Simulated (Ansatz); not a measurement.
Isolated molecules relaxed with PBE0-D4/def2-TZVP in Ansatz; ΔE leaves out vibrations. CCSD(T)/CBS is the MP2 limit (def2-TZVPP, def2-QZVPP) plus CCSD(T) − MP2 in def2-TZVPP, frozen cores. Functionals use def2-TZVPP. B3LYP here is the variant with VWN-RPA as its local correlation; programs differ in this. def2 core potentials past Kr. For Ga, Ge, Sb outer-core shells are correlated without core-valence functions, which leaves a few kJ/mol of doubt a bond. Scalar relativity is left out up to krypton. Each species was taken in one conformer, which may not be the lowest.

Reaction (formal exchange of groups at a Ge–Sb bond): `C#[C][GeH2][SbH2]` + `[NH2][GaH2]` → `C#[C][GeH2][GaH][NH2]` + stibine

`C#[C][GeH2][SbH2]`:

Cartesian coordinates in Å:
```
C 2.572 0.137 -0.663
C 1.378 -0.036 -0.687
Ge -0.508 -0.263 -0.645
Sb -1.394 1.103 1.408
H 3.627 0.284 -0.652
H -1.085 0.304 -1.953
H -0.809 -1.766 -0.555
H -0.854 -0.120 2.471
H -2.927 0.357 1.275
```

`[NH2][GaH2]`:

Cartesian coordinates in Å:
```
N -0.076 -0.862 0.399
Ga 0.069 0.778 -0.360
H -0.951 -1.311 0.607
H 0.710 -1.432 0.663
H -1.265 1.515 -0.700
H 1.514 1.312 -0.609
```

`C#[C][GeH2][GaH][NH2]`:

Cartesian coordinates in Å:
```
C 0.636 -3.063 -0.814
C 0.745 -1.864 -0.883
Ge 0.832 0.040 -0.936
Ga -1.110 0.913 0.254
N -0.768 1.980 1.680
H 0.551 -4.124 -0.761
H 0.873 0.443 -2.421
H 2.175 0.447 -0.301
H -2.610 0.639 -0.088
H 0.156 2.210 2.003
H -1.481 2.382 2.266
```

`[SbH3]`:

```xyz
4

Sb    0.138   -0.078   -0.703
H    -1.154    0.844   -0.074
H     1.228    0.604    0.420
H    -0.212   -1.370    0.357
```

| level | ΔE (kJ/mol) |
| --- | --- |
| ωB97M-V | 10.2 |
| B3LYP | 8.6 |

Question: What does CCSD(T)/CBS give? (An estimate is asked.)

Answer: Computed: +11.3 kJ/mol. The listed levels differ from it by -1.1, -2.7 kJ/mol.

Largest T1 diagnostic among the species: 0.014.
